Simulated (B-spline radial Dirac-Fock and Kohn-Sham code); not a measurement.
# X-ray form factors of niobium in several charge states

Method: relativistic Hartree-Fock (Dirac-Fock) wave functions, averaged over the configuration. Computed with a radial B-spline solver.

Configurations: Nb¹¹⁺ [Ar] 3d10 4s2; Nb¹²⁺ [Ar] 3d10 4s1; Nb¹⁶⁺ [Ar] 3d7; Nb¹⁷⁺ [Ar] 3d6; Nb¹⁸⁺ [Ar] 3d5. The first column is f₀ of Nb¹¹⁺, the others are differences from it.

```
s (Å⁻¹)   Nb¹¹⁺  Δ Nb¹²⁺  Δ Nb¹⁶⁺  Δ Nb¹⁷⁺  Δ Nb¹⁸⁺
      0  30.000   -1.000   -5.000   -6.000   -7.000
   0.05  29.880   -0.977   -4.938   -5.933   -6.929
    0.1  29.528   -0.911   -4.759   -5.739   -6.721
   0.15  28.961   -0.809   -4.476   -5.433   -6.392
    0.2  28.209   -0.681   -4.115   -5.039   -5.968
   0.25  27.307   -0.541   -3.701   -4.584   -5.476
    0.3  26.293   -0.400   -3.263   -4.100   -4.947
   0.35  25.201   -0.269   -2.826   -3.611   -4.409
    0.4  24.066   -0.157   -2.411   -3.140   -3.885
   0.45  22.914   -0.066   -2.033   -2.703   -3.392
    0.5  21.765    0.000   -1.700   -2.310   -2.941
    0.6  19.535   +0.067   -1.175   -1.665   -2.181
    0.7  17.449   +0.071   -0.816   -1.194   -1.599
    0.8  15.538   +0.045   -0.575   -0.854   -1.161
    0.9  13.816   +0.013   -0.408   -0.604   -0.827
      1  12.292   -0.012   -0.284   -0.415   -0.569
    1.1  10.969   -0.024   -0.189   -0.270   -0.370
    1.2   9.843   -0.027   -0.113   -0.159   -0.219
    1.4   8.130   -0.018   -0.012   -0.016   -0.028
    1.6   6.990   -0.004   +0.038   +0.051   +0.060
```
